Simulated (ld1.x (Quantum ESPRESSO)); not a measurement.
**An all-electron radial function and its pseudo partner (Ca (Z = 20))**

Columns: radius, all-electron u(r) and pseudo u(r) of the 3p shell (level -28.06 eV) of calcium in the configuration [Ne] 3s2 3p6 3d0 4s2 4p0; PW91, scalar-relativistic, TM scheme, ld1.x (Quantum ESPRESSO) 7.5.

| r (bohr) | all-electron | pseudo |
| --- | --- | --- |
| 0.138 | 0.4222 | -0.0435 |
| 0.275 | 0.3903 | -0.1643 |
| 0.413 | 0.0196 | -0.3405 |
| 0.550 | -0.3748 | -0.5361 |
| 0.688 | -0.6756 | -0.7176 |
| 0.825 | -0.8583 | -0.8531 |
| 0.963 | -0.9407 | -0.9289 |
| 1.100 | -0.9486 | -0.9437 |
| 1.238 | -0.9079 | -0.9093 |
| 1.375 | -0.8397 | -0.8429 |
| 1.513 | -0.7573 | -0.7596 |
| 1.650 | -0.6715 | -0.6724 |
| 1.788 | -0.5870 | -0.5872 |
| 1.925 | -0.5084 | -0.5084 |
| 2.062 | -0.4369 | -0.4369 |
| 2.200 | -0.3727 | -0.3727 |
| 2.338 | -0.3164 | -0.3164 |
| 2.475 | -0.2679 | -0.2679 |
| 2.613 | -0.2260 | -0.2260 |
| 2.750 | -0.1904 | -0.1904 |
| 2.888 | -0.1600 | -0.1600 |
| 3.025 | -0.1344 | -0.1344 |
| 3.162 | -0.1128 | -0.1128 |
| 3.300 | -0.0944 | -0.0944 |
| 3.438 | -0.0789 | -0.0789 |
| 3.575 | -0.0659 | -0.0659 |

Task: How many radial nodes do the two functions have?

Result: The all-electron 3p function has n − l − 1 = 1; the pseudo-wave has 0, since the states of the same l below it are removed with the core.

Task: At about which radius was the pseudo-wave matched?

Result: 2.05 bohr. The columns agree to 0.0005 from 1.79 bohr on; several derivatives are matched, so the curves merge somewhat inside the radius.

Task: Is the pseudo-wave norm-conserving?

Result: Yes: the TM scheme keeps the norm inside the radius equal to the all-electron one, which fixes the energy derivative of the logarithmic derivative at the level.
